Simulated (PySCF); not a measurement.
A structure optimised at ωB97X-D3(BJ)/def2-SVP, used in a PySCF frequency run:

```
C
C 1 1.3370
O 1 1.3709 2 127.82
H 2 1.0963 1 116.18 3 0.00
C 3 1.4468 1 92.19 2 180.00
H 5 1.1011 3 111.32 1 118.43
H 5 1.1011 6 110.00 3 -123.88
C 1 1.5167 2 137.91 4 180.00
H 8 1.0992 1 115.07 2 -64.38
H 8 1.0992 9 109.52 1 -131.47
Si 2 1.8540 4 121.38 1 180.00
H 11 1.4945 2 111.94 4 60.23
H 11 1.4945 12 107.25 2 123.16
H 11 1.4950 12 108.31 13 116.69
```

Question: Write its SMILES, formula and point group.

Answer: [SiH3]/C=C1\CCO1, C4H8OSi, Cs

Question: What are its rotational constants (standard atomic weights)?

Answer: 8.6063, 1.4991, 1.3179 GHz
